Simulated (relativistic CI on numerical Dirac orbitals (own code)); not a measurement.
Method of calculation: Dirac-Coulomb-Breit CI, separate exchange-only KLI orbitals for each configuration, a model potential for QED, unscaled Slater integrals (own radial code, finite nucleus).

CI space (outside the closed core [Ne]): 3s2 3p4, 3s 3p5, 3s2 3p3 3d, 3p6, 3s 3p4 3d, 3p5 3d, 3s 3p3 3d2, 3s2 3p2 3d 4p, 3p5 4s, 3s 3p3 3d 4s, 3s2 3p3 4s, 3p5 4p, 3s2 3p3 4p, 3s2 3p3 4d, 3p4 3d 4p, 3s 3p4 4s, 3s2 3p3 4f, 3s 3p4 4p, 3s 3p4 4d, 3s 3p4 4f, 3s2 3p3 5s, 3s2 3p3 5p, 3s2 3p2 4s 4p, 3s2 3p3 5d, 3s2 3p3 5f, 3s2 3p3 5g, 3s 3p3 4s2, 3s 3p4 5s, 3s2 3p2 3d2, 3s2 3p 3d3, 3s 3p2 3d3, 3s2 3p 3d2 4s, 3s2 3p 3d2 4p, 3s2 3p 3d2 4d, 3p4 3d2, 3p3 3d3, 3p3 3d2 4s, 3p3 3d2 4p, 3p3 3d2 4d, 3s2 3p2 3d 4s, 3s 3p2 3d2 4s, 3s2 3p 3d 4s2, 3s2 3p 3d 4s 4p, 3s2 3p 3d 4s 4d, 3p4 3d 4s, 3p3 3d 4s2, 3p3 3d 4s 4p, 3p3 3d 4s 4d, 3s2 3p2 4s2, 3s 3p2 3d 4s2, 3s2 3p 4s2 4p, 3s2 3p 4s2 4d, 3s2 3p2 4p2, 3s2 3p 3d 4p2, 3s 3p2 3d 4p2, 3s2 3p 4s 4p2, 3s2 3p 4p3, 3s2 3p 4p2 4d, 3s 3p3 4s 4p, 3s 3p2 3d 4s 4p, 3s 3p2 4s2 4p, 3s 3p2 4s 4p2, 3s 3p2 4s 4p 4d. Double excitations out of closed p, d and f shells are left out; levels of such configurations are missing from the list, as are those of other unlisted configurations, and high levels can miss mixing partners. These lack a partner that the ground configuration has and come out too high: 3s2 3p3 4f, 3s 3p4 4p, 3s 3p4 4d, 3s 3p4 4f, 3s2 3p3 5s.

At this charge energies of transitions that change n are usually good to better than 1 %, and those within a shell (Δn = 0) to a few per cent.

Outline of the computed level scheme of Hf LVII. Lowest level of each configuration: 3s2 3p4 3P_2 at 0.000 eV; 3s2 3p3 3d 3D°_2 at 226.786 eV; 3s2 3p2 3d2 3F_2 at 463.539 eV; 3s 3p5 3P°_2 at 480.542 eV.

Some strong electric-dipole decays among the lowest 45 levels: 3s2 3p3 3d 3S°_1 → 3s2 3p4 3P_2 (4.0e+12 s⁻¹); 3s2 3p3 3d 3P°_2 → 3s2 3p4 3P_2 (3.5e+12 s⁻¹); 3s2 3p3 3d 3D°_1 → 3s2 3p4 1S_0 (3.4e+12 s⁻¹); 3s2 3p3 3d 3D°_3 → 3s2 3p4 3P_2 (2.5e+12 s⁻¹); 3s2 3p3 3d 3D°_1 → 3s2 3p4 3P_2 (7.9e+11 s⁻¹); 3s 3p5 3P°_2 → 3s2 3p4 3P_2 (6.8e+11 s⁻¹); 3s2 3p3 3d 1F°_3 → 3s2 3p4 1D_2 (5.8e+11 s⁻¹); 3s 3p5 1P°_1 → 3s2 3p4 3P_2 (5.3e+11 s⁻¹).

LS names give the leading component of a level, which can be under half, so a name can repeat, a term be missing and a line seem to break the LS rules.
